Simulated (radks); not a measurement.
Species: the chlorine ion Cl4+. Configuration: [Ne] 3s2 3p1.

Method: non-relativistic Kohn-Sham, PBE, spin-polarised, spherical densities, point nucleus; open shells are filled with parallel spins first; computed with a radial shooting solver on a logarithmic mesh with Libxc functionals.

Energy parts (hartree):
| part | energy |
|---|---|
| total | -455.20603 |
| kinetic | 454.75886 |
| electron-nucleus | -1053.21444 |
| Hartree | 169.47689 |
| exchange-correlation | -26.22734 |

Orbitals (lengths in bohr, moments of r in powers of bohr; <r^-3> diverges for s and p1/2; r(max) is where P^2 peaks):
[
 {"orbital": "1s up", "occ.": "1", "eigenvalue (hartree)": "-103.1567", "r(max)": "0.05991", "<r^4>": "0.0003245", "<1/r>": "16.55", "<r^-3>": "-"},
 {"orbital": "1s down", "occ.": "1", "eigenvalue (hartree)": "-103.1476", "r(max)": "0.05991", "<r^4>": "0.0003244", "<1/r>": "16.55", "<r^-3>": "-"},
 {"orbital": "2s up", "occ.": "1", "eigenvalue (hartree)": "-11.56657", "r(max)": "0.3630", "<r^4>": "0.09899", "<1/r>": "3.296", "<r^-3>": "-"},
 {"orbital": "2s down", "occ.": "1", "eigenvalue (hartree)": "-11.55725", "r(max)": "0.3631", "<r^4>": "0.09862", "<1/r>": "3.296", "<r^-3>": "-"},
 {"orbital": "2p up", "occ.": "3", "eigenvalue (hartree)": "-9.39648", "r(max)": "0.3014", "<r^4>": "0.08850", "<1/r>": "3.212", "<r^-3>": "101.9"},
 {"orbital": "2p down", "occ.": "3", "eigenvalue (hartree)": "-9.38373", "r(max)": "0.3016", "<r^4>": "0.08807", "<1/r>": "3.211", "<r^-3>": "101.9"},
 {"orbital": "3s up", "occ.": "1", "eigenvalue (hartree)": "-2.73389", "r(max)": "1.210", "<r^4>": "6.694", "<1/r>": "1.024", "<r^-3>": "-"},
 {"orbital": "3s down", "occ.": "1", "eigenvalue (hartree)": "-2.66231", "r(max)": "1.206", "<r^4>": "6.815", "<1/r>": "1.025", "<r^-3>": "-"},
 {"orbital": "3p up", "occ.": "1", "eigenvalue (hartree)": "-2.21786", "r(max)": "1.271", "<r^4>": "9.165", "<1/r>": "0.9390", "<r^-3>": "12.37"},
 {"orbital": "3p down", "occ.": "0", "eigenvalue (hartree)": "-2.14835", "r(max)": "1.269", "<r^4>": "9.459", "<1/r>": "0.9370", "<r^-3>": "12.37"},
 {"orbital": "3d up", "occ.": "0", "eigenvalue (hartree)": "-1.48065", "r(max)": "1.335", "<r^4>": "16.41", "<1/r>": "0.7521", "<r^-3>": "0.9272"},
 {"orbital": "3d down", "occ.": "0", "eigenvalue (hartree)": "-1.41947", "r(max)": "1.335", "<r^4>": "17.48", "<1/r>": "0.7476", "<r^-3>": "0.9253"},
 {"orbital": "4s up", "occ.": "0", "eigenvalue (hartree)": "-1.08705", "r(max)": "2.852", "<r^4>": "136.8", "<1/r>": "0.4662", "<r^-3>": "-"}
]

The highest occupied level is 3p up at -60.351 eV. For comparison, the ionisation energy in NIST's Atomic Spectra Database is 67.7 eV (semi-empirical). In exact Kohn-Sham theory the highest level is minus the ionisation energy, but local and semilocal functionals leave it too shallow, through self-interaction and a potential that decays too fast; potentials with the right tail come closer. The electron density at the nucleus is 3235 e/bohr^3. Summed over all electrons, <r^2> = 8.314 bohr^2, which gives a Langevin (diamagnetic) susceptibility term of -6.58 x 10^-6 cm^3/mol. Virial ratio -V/T = 2.00098.
